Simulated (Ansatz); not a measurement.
**Relaxing a trial structure of ClH6Si3+**

The starting geometry of this gas-phase singlet was optimised with GFN2-xTB; its bonds are those of `[SiH3][SiH+][SiH2]Cl`.

```yaml
atoms:
  - { symbol: Cl, position_ang: [1.7651, -2.9662, 0.9411] }
  - { symbol: Si, position_ang: [-1.8984, 0.0796, -1.0885] }
  - { symbol: Si, position_ang: [-0.5113, -0.3237, 0.8103] }
  - { symbol: Si, position_ang: [0.3903, -2.1055, 2.1180] }
  - { symbol: H, position_ang: [-1.1444, -0.4030, -2.2501] }
  - { symbol: H, position_ang: [-2.1765, 1.5168, -1.1782] }
  - { symbol: H, position_ang: [-3.1249, -0.6951, -0.8744] }
  - { symbol: H, position_ang: [0.1093, 0.9414, 1.2473] }
  - { symbol: H, position_ang: [0.9848, -1.5622, 3.3424] }
  - { symbol: H, position_ang: [-0.7176, -3.0121, 2.4253] }
```

**Question.** Predict what it relaxes into with r2SCAN-D4/def2-SVP.

**Answer.** A new bond forms, giving a structure with Cl1 bridging Si4 and Si3, given below by its coordinates. Distances that change by over a tenth: Cl1–Si4 (2.00 → 2.24 Å). Contacts that close: Cl1–Si3 (3.49 → 2.31 Å).

The energy falls by 0.77 eV over 22 steps:

```tsv
step	E − E(last) (eV)
1	0.767
3	0.577
6	0.280
8	0.058
10	0.025
13	0.010
15	0.007
17	0.001
20	0.000
22	0.000
```

Final geometry (Å):

| atom | x (Å) | y (Å) | z (Å) |
| --- | --- | --- | --- |
| Cl | 1.0394 | -2.1978 | 0.4734 |
| Si | -1.7449 | -0.1321 | -0.9935 |
| Si | -0.1214 | -0.2144 | 0.7155 |
| Si | -0.1125 | -1.8113 | 2.3577 |
| H | -0.9827 | 0.0127 | -2.2612 |
| H | -2.5794 | 1.0541 | -0.6642 |
| H | -2.4819 | -1.4181 | -0.8834 |
| H | 0.9676 | 0.7853 | 0.8745 |
| H | 0.8735 | -1.7751 | 3.4603 |
| H | -1.1812 | -2.8332 | 2.4142 |

Frequencies at the end are all real (lowest 76 cm⁻¹). Run with Ansatz 0.2.0, 48 s on 2 threads of Intel(R) Xeon(R) Platinum 8375C CPU @ 2.90GHz (Ice Lake), with other jobs on the host.
